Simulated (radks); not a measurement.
The numbers below are computed, except where a source is named.
Question: Pt32+, 46 electrons, occupied as [Kr] 4d10. Code: a radial shooting solver on a logarithmic mesh with Libxc functionals. Model: Dirac Kohn-Sham, exchange-only PBE, spin-unpolarised, spherical densities, finite nucleus; Fermi nuclear charge, rms radius 5.427 fm. Some entries of the table are withheld. Estimate them.

orbital  occ.  eigenvalue (eV)  <r> (bohr)  r(max) (bohr)
1s1/2       2        -79474.18     0.01715        0.01062
2s1/2       2        -14949.97     0.07173        0.06145
2p1/2       2        -14380.30     0.05909        0.04533
2p3/2       4        -12652.93     0.06753        0.05260
3s1/2       2              (1)      0.1858            (2)
3p1/2       2        -4184.101      0.1761         0.1613
3p3/2       4        -3800.568      0.1911         0.1759
3d3/2       4        -3377.910      0.1667         0.1373
3d5/2       6        -3295.418      0.1713         0.1413
4s1/2       2        -1793.798         (3)         0.3779
4p1/2       2        -1684.306      0.3887         0.3744
4p3/2       4        -1574.651      0.4139         0.4001
4d3/2       4        -1396.162      0.4072            (4)
4d5/2       6        -1373.608      0.4144            (5)
5s1/2       0        -950.4251      0.7064         0.7136
5p1/2       0        -901.1747         (6)         0.7239
5p3/2       0        -860.0759         (7)         0.7620

Answer: 
(1) 3s1/2 eigenvalue (eV): -4438.355
(2) 3s1/2 r(max) (bohr): 0.1727
(3) 4s1/2 <r> (bohr): 0.3903
(4) 4d3/2 r(max) (bohr): 0.3865
(5) 4d5/2 r(max) (bohr): 0.3938
(6) 5p1/2 <r> (bohr): 0.7167
(7) 5p3/2 <r> (bohr): 0.7508
